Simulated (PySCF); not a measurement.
BiF2Cl, SMILES [F][Bi]([F])[Cl].

Geometry: PBE0-D3(BJ)/def2-SVP. The def2 effective core potentials stand for the cores of Bi; spin–orbit coupling is left out.

Calculation: ωB97X/def2-TZVPD in PySCF.

The molecule is in vacuum.

Problem. Estimate the frontier levels, gap, dipole moment and polarisability. (Estimate from the structure and the level; the computed values follow.)

Solution. 
| Item | Value |
|---|---|
| highest occupied level | -11.67 eV |
| lowest empty level | -0.23 eV |
| orbital gap | 11.45 eV |
| dipole moment | 4.87 D |
| quadrupole, principal values (traceless, Buckingham form, about the centre of nuclear charge) | -3.50, -3.38, 6.88 D·Å |
| mean static polarisability | 56.4 bohr³ (8.35 Å³) |
| polarisability, principal values | 48.1, 51.0, 70.0 bohr³ |
